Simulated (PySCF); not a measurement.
Input of a run (PBE0-D3(BJ)/def2-SVP geometry optimisation, gas phase (PySCF 2.14.0)), started from GFN2-xTB:
```
{"job": {"xc": "PBE0", "basis": "def2-SVP", "d3": "d3bj", "grid": 1, "shake": 0.01, "kind": "geom"}, "charge": 0, "multiplicity": 1}
C     -2.212790    -0.143980    -0.234160
C     -0.804740    -0.021910    -0.100920
C      0.377550     0.062420     0.010950
Si     2.257030     0.195430     0.193820
F      2.740000    -1.165700     0.895460
H     -2.680820     0.881840    -0.257360
H     -2.639970    -0.680630     0.598930
H     -2.467260    -0.626970    -1.171550
H      2.596060     1.267560     1.132320
H      2.885370     0.211000    -1.088540
```

Output (energies in Eh, forces in Eh/bohr):
```
step   0  E = -506.04302334  max force = 0.089891
step   1  E = -506.04886531  max force = 0.014351
step   2  E = -506.05046240  max force = 0.007574
step   3  E = -506.05090823  max force = 0.003720
step   4  E = -506.05114073  max force = 0.002295
step   5  E = -506.05136931  max force = 0.002266
step   6  E = -506.05142874  max force = 0.001010
step   7  E = -506.05143662  max force = 0.000182
optimisation converged
```

Summarise the run.

The energy falls by 0.229 eV over 8 energy and gradient evaluations, the largest force component goes from 0.0899 to 1.8e-04 Eh/bohr, and the atoms move by 0.048 Å rms after alignment. The bond that changes most is C3–Si4 (alkyne carbon to fluorine-bound silicon), which shortens by 0.077 Å. Bonds longer at the end by more than 0.005 Å: 7 of 9; shorter: 2. Among the angles that change most is H9–Si4–H10, from 117.7° to 111.2°. The energy never rose by more than 1e-6 Eh on the way. The first step brought 69 % of the lowering.

What are the final bond lengths?

C1–C2 1.449 Å, C2≡C3 1.219 Å, C3–Si4 1.816 Å, Si4–F5 1.625 Å, C1–H6 1.101 Å, C1–H7 1.101 Å, C1–H8 1.101 Å, Si4–H9 1.487 Å, Si4–H10 1.487 Å. Numbering counts from 1 in the input's order; the species is `CC#C[SiH2]F`.

The run used 99 basis functions and 57 SCF cycles in all.

No frequency check.
